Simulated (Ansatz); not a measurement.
Relaxation of ClFH$_{4}$OSn (8 atoms, charge 0, multiplicity 1), to a largest force component of 0.03 eV/Å in at most 50 steps.

The calculation used Ansatz 0.2.0, RHF/def2-SVP.

```xyz
8
Properties=species:S:1:pos:R:3
Sn -0.440 -0.251 -0.457
H -0.028 0.924 2.212
O 1.447 -0.517 -0.141
H 1.778 -1.399 -0.064
H -0.841 1.370 -0.626
Cl -1.067 -1.530 -2.298
F -1.376 -1.057 0.976
H -0.508 0.402 2.261
```

Task: Where does it end, and by what steps?

Result: The run converged. The force dipped under the threshold on the way, but the program's further checks kept it going. After 5 steps the energy has fallen by 0.135 eV; H2 moved furthest, 0.59 Å.

```json
{"step": "0", "energy less start (eV)": "0.0000", "largest force component (eV/Å)": "1.200", "accepted": "yes"}
{"step": "1", "energy less start (eV)": "-0.1031", "largest force component (eV/Å)": "0.087", "accepted": "yes"}
{"step": "2", "energy less start (eV)": "-0.1281", "largest force component (eV/Å)": "0.090", "accepted": "yes"}
{"step": "3", "energy less start (eV)": "-0.1335", "largest force component (eV/Å)": "0.020", "accepted": "yes"}
{"step": "4", "energy less start (eV)": "-0.1345", "largest force component (eV/Å)": "0.015", "accepted": "yes"}
{"step": "5", "energy less start (eV)": "-0.1348", "largest force component (eV/Å)": "0.015", "accepted": "yes"}
```

```xyz
8
Properties=species:S:1:pos:R:3
Sn -0.453 -0.348 -0.656
H 0.023 1.195 2.733
O 1.430 -0.593 -0.296
H 1.767 -1.465 -0.151
H -0.871 1.274 -0.769
Cl -1.048 -1.594 -2.528
F -1.389 -1.185 0.784
H -0.494 0.656 2.747
```

Whether the end is a true minimum wasn't checked by a vibrational analysis.

The run took 17 s on 1 thread of Intel(R) Xeon(R) Platinum 8375C CPU @ 2.90GHz (Ice Lake), with other jobs on the host, peak memory 0.2 GiB.
